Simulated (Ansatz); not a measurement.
# Ligand exchange: CHCl2F + CuI → CHCl2I + CuF

Species: CHCl2F (dichlorofluoromethane) `FC(Cl)Cl`, singlet; CuI, singlet; CHCl2I (dichloroiodomethane) `ClC(Cl)I`, singlet; CuF (fluorocopper), singlet. The partners trade F for I: C–F and Cu–I bonds give way to C–I and Cu–F.

Shapes, held fixed at every level: PBE0-D4/def2-TZVP. Programs: Ansatz 0.2.0. The zero-point and thermal change to 298 K, harmonic and unscaled (PBE0-D4/def2-TZVP), is -4.1 kJ/mol.

```
                level                    kind  ΔH(298 K) (kJ/mol)
     SPW92/def2-TZVPP                     LDA              +147.9
    PBE-D4/def2-TZVPP                     GGA              +129.2
 r2SCAN-D4/def2-TZVPP                meta-GGA              +141.6
  BHLYP-D4/def2-TZVPP           global hybrid              +153.2
   PBE0-D4/def2-TZVPP           global hybrid              +147.8
r2SCAN0-D4/def2-TZVPP           global hybrid              +156.4
   wB97X-V/def2-TZVPP  range-separated hybrid              +139.7
   wB97M-V/def2-TZVPP  range-separated hybrid              +142.2
```

wB97M-V/def2-TZVPP gives ΔH(298 K) = +142.2 kJ/mol; the levels span +129.2 to +156.4. The median of the levels is +145.0. No measured value is set beside it here. For atoms past krypton def2 sets carry core potentials with scalar relativity. Relativity is left out for Cu.
